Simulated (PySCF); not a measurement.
# What a mistake does to a calculation on AlBCH5O

All numbers below are calculated, not measured. They come from PySCF 2.14.0, an open-source quantum chemistry program, on an isolated molecule that a program drew, which may never have been made. The molecule is AlBCH5O (charge 0, doublet), drawn as the SMILES string `[CH2][B](O)[AlH2]`.

Each row is a Hartree-Fock (HF) and frozen-core CCSD(T) single point in the cc-pV(D+d)Z basis, meant for a local HF minimum. Run 1 is clean. Each other run has one planted mistake out of seven kinds, and not every kind appears here: one electron removed, one electron added, multiplicity raised by two, geometry at a saddle point, minimal basis STO-3G, one bond length entered in bohr, all coordinates scaled. The reference is restricted for singlets and unrestricted otherwise, and also for a bond in bohr. Adding or removing an electron swaps singlet and doublet. Electrons count all cores. HOMO and LUMO are orbital energies over both spins, the gradient is its largest component, and the lowest frequency (negative if imaginary) is given only where the gradient is small. Bond lengths are over the 8 bonds as drawn. T1 is the CCSD diagnostic: over 0.02 (restricted) or 0.045 (unrestricted) a single reference is doubtful.

Geometry of the clean run:
```xyz
9
AlBCH5O, angstrom
C    -1.3955    0.6304    0.6189
B    -0.3146   -0.2882   -0.0312
O    -0.6689   -1.5459   -0.4364
Al    1.7659    0.2276   -0.3763
H    -1.1913    1.6355    0.9764
H    -2.4323    0.3186    0.7563
H    -1.5784   -1.7628   -0.2805
H     2.2686    0.7961   -1.7744
H     2.8765    0.0506    0.7494
```

```
run,electrons,basis functions,<S^2>,HOMO (eV),LUMO (eV),gradient (hartree/bohr),lowest frequency (cm^-1),mean bond (Å),longest bond (Å),T1,HF (hartree),CCSD(T) (hartree),mistake
1,37,90,0.759,-9.63,1.33,3.3e-05,45,1.4259,2.171,0.0158,-382.24032,-382.74726,no fault
2,37,29,0.763,-6.96,6.25,5.5e-02,-,1.4259,2.171,0.0199,-377.51206,-377.70815,minimal basis STO-3G
3,37,90,3.766,-5.29,-1.12,7.7e-02,-,1.4259,2.171,0.0247,-382.10628,-382.60813,multiplicity raised by two
4,38,90,0.000,-1.17,5.46,6.6e-02,-,1.4259,2.171,0.0160,-382.22120,-382.77345,one electron added
5,36,90,0.000,-15.04,-7.56,5.5e-02,-,1.4259,2.171,0.0411,-381.90761,-382.40236,one electron removed
6,37,90,0.763,-9.69,1.04,6.7e-02,-,1.5456,2.353,0.0185,-382.19346,-382.71264,?
```

**Which mistake was planted in run 6, and what did it cost?**

The mean and the longest bond both change by the same factor, 1.084, and the gradient is no longer small. So the mistake is: all coordinates scaled. Subtracting run 1 and multiplying by 627.51 kcal/mol a hartree, the energy moved by 29.4 kcal/mol in HF and 21.7 kcal/mol in CCSD(T).

Cautions from the logs. Run 5: T1 is over the limit, so its CCSD(T) energy is less reliable.
